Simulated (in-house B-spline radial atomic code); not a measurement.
Orbital energies and mean radii along the 29-electron series, configuration [Ar] 3d10 4s1. The effective charge is n√(-2ε), a non-relativistic measure. Computed with a B-spline radial code for spherical atoms: non-relativistic Hartree-Fock, average of the configuration, point nuclei.

This level leaves out relativity, spin-orbit splitting included, which matters for heavy ions.

| ion | Z | energy of 3p (Eh) | mean radius of 3p (bohr) | energy of 1s (Eh) | mean radius of 1s (bohr) | energy of 2s (Eh) | mean radius of 2s (bohr) | effective charge of 3p |
| --- | --- | --- | --- | --- | --- | --- | --- | --- |
| Sb22+ | 51 | -51.628 | 0.32774 | -1110.03 | 0.029813 | -188.6 | 0.12826 | 30.485 |
| Te23+ | 52 | -55.146 | 0.31934 | -1157.09 | 0.029233 | -198.26 | 0.12561 | 31.506 |
| I24+ | 53 | -58.775 | 0.31136 | -1205.14 | 0.028675 | -208.17 | 0.12307 | 32.526 |
| Xe25+ | 54 | -62.516 | 0.30377 | -1254.2 | 0.028138 | -218.33 | 0.12062 | 33.545 |
| Cs26+ | 55 | -66.369 | 0.29654 | -1304.26 | 0.02762 | -228.75 | 0.11827 | 34.564 |
| Ba27+ | 56 | -70.334 | 0.28965 | -1355.31 | 0.027122 | -239.42 | 0.11601 | 35.581 |
| La28+ | 57 | ? | ? | ? | ? | ? | ? | ? |
| Ce29+ | 58 | -78.599 | 0.27678 | -1460.43 | 0.026176 | -261.51 | 0.11173 | 37.614 |
| Pr30+ | 59 | -82.899 | 0.27076 | -1514.49 | 0.025728 | -272.93 | 0.1097 | 38.629 |
| Nd31+ | 60 | -87.311 | 0.26501 | -1569.55 | 0.025295 | -284.61 | 0.10775 | 39.643 |
| Pm32+ | 61 | ? | ? | ? | ? | ? | ? | ? |
| Sm33+ | 62 | -96.469 | 0.2542 | -1682.67 | 0.02447 | -308.71 | 0.10405 | 41.671 |
| Eu34+ | 63 | -101.21 | 0.24912 | -1740.74 | 0.024078 | -321.13 | 0.10229 | 42.683 |
| Gd35+ | 64 | -106.07 | 0.24424 | -1799.8 | 0.023698 | -333.81 | 0.10059 | 43.696 |
| Tb36+ | 65 | -111.04 | 0.23955 | -1859.86 | 0.02333 | -346.74 | 0.09894 | 44.707 |
| Dy37+ | 66 | ? | ? | ? | ? | ? | ? | ? |
| Ho38+ | 67 | -121.31 | 0.23068 | -1982.99 | 0.022627 | -373.35 | 0.095804 | 46.73 |
| Er39+ | 68 | -126.62 | 0.22649 | -2046.05 | 0.022291 | -387.03 | 0.094308 | 47.74 |
| Tm40+ | 69 | -132.03 | 0.22245 | -2110.12 | 0.021965 | -400.96 | 0.092858 | 48.75 |

Problem. Fill in the row of La28+.

Solution. energy of 3p (Eh): -74.411; mean radius of 3p (bohr): 0.28307; energy of 1s (Eh): -1407.37; mean radius of 1s (bohr): 0.026641; energy of 2s (Eh): -250.34; mean radius of 2s (bohr): 0.11383; effective charge of 3p: 36.598.

Problem. Fill in the row of Pm32+.

Solution. energy of 3p (Eh): -91.834; mean radius of 3p (bohr): 0.25949; energy of 1s (Eh): -1625.61; mean radius of 1s (bohr): 0.024876; energy of 2s (Eh): -296.53; mean radius of 2s (bohr): 0.10587; effective charge of 3p: 40.657.

Problem. Fill in the row of Dy37+.

Solution. energy of 3p (Eh): -116.12; mean radius of 3p (bohr): 0.23503; energy of 1s (Eh): -1920.92; mean radius of 1s (bohr): 0.022973; energy of 2s (Eh): -359.92; mean radius of 2s (bohr): 0.097347; effective charge of 3p: 45.719.

Problem. How does the screening of 3p change?

Solution. Z less the effective charge goes from 20.52 at Z = 51 to 20.25 at Z = 69.
